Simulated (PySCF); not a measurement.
**Dipole response of Fe (iron, neutral)**

[Ar] 3d6 4s2, high-spin 5D determinant. All numbers are calculated (PySCF 2.14, no relativity, point nucleus, in dyall-av2z). Coupled (time-dependent) response in atomic units; α is the mean over directions. A double-zeta set is small for polarisabilities.

```
 method  mean α (bohr³)         α xx, yy, zz  C₆ (like pair)  S(−4)
r2SCAN0           66.50  66.70, 66.70, 66.10           619.9   2409
 revPBE           64.53  63.58, 63.58, 66.42           575.3   2430
```

S(−4) is the Cauchy moment in α(ω) = α(0) + S(−4) ω² + …

Reference α: 62 ± 4 bohr³ (recommended; Schwerdtfeger and Nagle, table of static dipole polarizabilities (2023 update)). Published C₆: 482.0 (Chu and Dalgarno (2004); Tang, Norbeck and Certain (1976)).

α(iu) at revPBE:

```tsv
u (hartree)	α(iu) (bohr³)
0	64.53
0.0500	59.13
0.100	48.00
0.200	28.85
0.300	18.30
0.500	9.423
0.750	5.529
1.00	3.828
1.50	2.282
2.00	1.560
3.00	0.8872
5.00	0.4181
```

The components differ because the open shell of this determinant is not spherical; for a pure term their mean is the scalar polarisability.
